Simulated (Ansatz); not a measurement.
Geometry optimisation, Ansatz 0.2.0, RKS B3LYP-D4/def2-SVP.

input.yaml

```yaml
crystal:
  periodic: [false, false, false]
  atoms:
    - { symbol: C, position_ang: [-1.6182, 0.4781, 1.0669] }
    - { symbol: Ge, position_ang: [-0.0667, 0.8119, -0.0054] }
    - { symbol: O, position_ang: [0.46738, 2.50094, 0.41598] }
    - { symbol: C, position_ang: [1.40852, 1.71924, 0.88341] }
    - { symbol: Se, position_ang: [3.05723, 1.66745, -0.06048] }
    - { symbol: H, position_ang: [-2.1541, -0.4051, 0.7343] }
    - { symbol: H, position_ang: [-1.3659, 0.4556, 2.1317] }
    - { symbol: H, position_ang: [-2.3284, 1.3873, 0.8992] }
    - { symbol: H, position_ang: [-0.20179, 0.77, -1.57303] }
    - { symbol: H, position_ang: [1.32928, 1.66227, 2.03737] }
    - { symbol: H, position_ang: [3.47163, 2.95261, 0.66427] }
basis:
  gaussian: { orbitals: def2-SVP }
hamiltonian:
  xc: b3lyp
  dispersion: d4
relax:
  f_tol: 0.015
  max_steps: 40
output:
  orbitals: {}
```

Launched with:

```bash
$ ansatz run input.yaml --threads 2 --pin off --max-ram 3072MiB --backend cpu --events-out ev --progress --plain --runs-dir out
```

Q: Where does it end, and by what steps?

A: The run converged. The force dipped under the threshold on the way, but the program's further checks kept it going. After 14 steps the energy has fallen by 0.593 eV; H8 moved furthest, 0.53 Å.

| step | energy less start (eV) | largest force component (eV/Å) | accepted |
| --- | --- | --- | --- |
| 0 | 0.0000 | 3.315 | yes |
| 1 | -0.4699 | 1.402 | yes |
| 2 | -0.5625 | 0.499 | yes |
| 3 | -0.4885 | 1.107 | no |
| 4 | -0.5806 | 0.375 | yes |
| 5 | -0.5876 | 0.106 | yes |
| 6 | -0.5904 | 0.050 | yes |
| 7 | -0.5913 | 0.032 | yes |
| 8 | -0.5919 | 0.043 | yes |
| 9 | -0.5923 | 0.094 | yes |
| 10 | -0.5926 | 0.066 | yes |
| 11 | -0.5929 | 0.017 | yes |
| 12 | -0.5931 | 0.012 | yes |
| 13 | -0.5931 | 0.015 | yes |
| 14 | -0.5931 | 0.009 | yes |

```xyz
11
Properties=species:S:1:pos:R:3
C -1.749 0.491 1.031
Ge -0.162 1.020 0.035
O 0.488 2.670 0.595
C 1.421 1.667 0.910
Se 3.124 1.648 -0.071
H -1.926 -0.590 0.932
H -1.601 0.742 2.091
H -2.627 1.034 0.650
H -0.170 0.913 -1.493
H 1.580 1.498 1.986
H 3.620 2.907 0.529
```

Whether the end is a true minimum wasn't checked by a vibrational analysis.

Run time: 89 s on 2 threads of Arm Neoverse V1, on a shared host, peak memory 0.4 GiB.
